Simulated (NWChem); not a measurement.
System: BH₂OI; SMILES OBI

```xyz
5

B     -0.5953     1.4772     0.0000
H     -1.7713     1.7223     0.0000
I      0.0220    -0.5859     0.0000
O      0.2954     2.4702     0.0000
H      1.2176     2.1851     0.0000
```
Atoms are numbered in this order, from 1.

Program: NWChem. The geometry was optimised at PBE0/def2-SVP (def2 core potentials past Kr).

Question: Predict the results for PBE/STO-3G (all-electron, non-relativistic). Quantities: highest occupied level (eV); orbital gap (eV); dipole (D).

Answer: The highest occupied level (eV) is -3.84 and the orbital gap (eV) comes out as 5.38. The dipole (D) is 2.14.
